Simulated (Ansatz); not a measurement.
The same group exchange along the group O, S, Se.

Program: Ansatz. Geometries: PBE0-D4/def2-TZVP. ΔE: electronic, gas phase. CBS: MP2 limit from def2 TZ/QZ plus the TZ coupled-cluster correction, frozen cores. This one scheme is used for every species. def2 core potentials past Kr. For In, Se outer-core shells are correlated without core-valence functions, which leaves a few kJ/mol of doubt a bond. Scalar relativity is left out up to krypton. One conformer a species, not always the lowest.

```tsv
reaction	MP2/CBS(def2) (kcal/mol)
`[OH][InH2]` + `O[SiH2]O` → `O[SiH](O)O` + `[InH3]`	-16.5
`[SH][InH2]` + `S[SiH2]S` → `S[SiH](S)S` + `[InH3]`	9.9
`[SeH][InH2]` + `[SeH][SiH2][SeH]` → `[SeH][SiH]([SeH])[SeH]` + `[InH3]`	14.3
```

(1) Give the CCSD(T)/CBS values in the same order. (Estimate.)

Largest T1 diagnostic: 0.017, for `[OH][InH2]`.

## Answers

(1) The calculation gave: -17.3, 10.2, 14.9 kcal/mol.
